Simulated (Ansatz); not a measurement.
Consider the redistribution: `C[O][Ga]([Cl])[Cl]` + `C[O][Y]([NH2])[O]C` → `C[O][Ga]([NH2])[Cl]` + `C[O][Y]([Cl])[O]C`.

Calculated with Ansatz (gas phase, PBE0-D4/def2-TZVP geometries, no zero-point term in ΔE). CCSD(T)/CBS is the MP2 limit (def2-TZVPP, def2-QZVPP) plus CCSD(T) − MP2 in def2-TZVPP, frozen cores. Functionals use def2-TZVPP. B3LYP here is the variant with VWN-RPA as its local correlation; programs differ in this. Elements past krypton have def2 core potentials. For Ga, Y outer-core shells are correlated without core-valence functions, which leaves a few kJ/mol of doubt a bond. Scalar relativity is left out up to krypton. One conformer a species, not always the lowest.

(1) Is it downhill or uphill in electronic energy at CCSD(T)/CBS, and by how much? (An estimate is asked.)

(2) What do these levels give: r2SCAN-D4, PBE0-D4, ωB97X-V, ωB97M-V, B2PLYP, B3LYP, HF/def2-TZVPP, MP2/def2-TZVPP, CCSD/def2-TZVPP, HF/def2-QZVPP, MP2/def2-QZVPP, MP2/CBS(def2)? (Best estimate.)

Largest T1 diagnostic among the species: 0.014.

Results:

(1) Computed: Downhill: ΔE = -19.0 kcal/mol.

(2) Computed: r2SCAN-D4 -17.8, PBE0-D4 -17.7, ωB97X-V -18.5, ωB97M-V -17.8, B2PLYP -17.9, B3LYP -17.5, HF/def2-TZVPP -20.6, MP2/def2-TZVPP -18.2, CCSD/def2-TZVPP -18.2, HF/def2-QZVPP -20.8, MP2/def2-QZVPP -18.9, MP2/CBS(def2) -19.4 kcal/mol.

From PBE to PBE0 (25 % exact exchange), in def2-TZVPP and without D4, ΔE moves by −1.5 kcal/mol. In def2-TZVPP, CCSD(T) changes the Hartree–Fock value by +2.8 kcal/mol (the triples alone add +0.5 kcal/mol) and MP2 by +2.4 kcal/mol.
